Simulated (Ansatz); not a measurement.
Reaction (hydrogenolysis of the Si–Cl bond): `Cl[SiH2]Br` + H₂ → `[SiH3]Br` + HCl

Gas-phase electronic energies from Ansatz, PBE0-D4/def2-TZVP geometries. CCSD(T)/CBS adds triple-zeta CCSD(T) − MP2 to the extrapolated MP2 energy (def2 sets, frozen cores). This one scheme is used for every species. Functionals use def2-TZVPP. For Br outer-core shells are correlated without core-valence functions, which leaves a few kJ/mol of doubt a bond. Scalar relativity is left out up to krypton.

| level | ΔE (eV) |
| --- | --- |
| CAM-B3LYP-D4 | 0.73 |
| MP2/def2-SVP | 0.69 |

Problem. What does CCSD(T)/CBS give? (Estimate.)

Solution. Computed: +0.79 eV. The listed levels differ from it by -0.06, -0.10 eV.

Problem. What do rigid-rotor, harmonic-oscillator terms from PBE0-D4/def2-TZVP frequencies (298.15 K, 1 bar) make of the CCSD(T)/CBS value? (Estimate.)

Solution. Ansatz gave: ΔZPE = +0.07 eV, ΔH = +0.84 eV, ΔS = 14 J/(mol·K), ΔG = +0.79 eV.

Largest T1 diagnostic among the species: 0.008.

At CCSD(T), def2-SVP lies −0.20 eV from the extrapolated value and def2-TZVPP −0.07 eV. In def2-TZVPP, CCSD(T) changes the Hartree–Fock value by +0.11 eV (the triples alone add +0.04 eV) and MP2 by +0.22 eV.
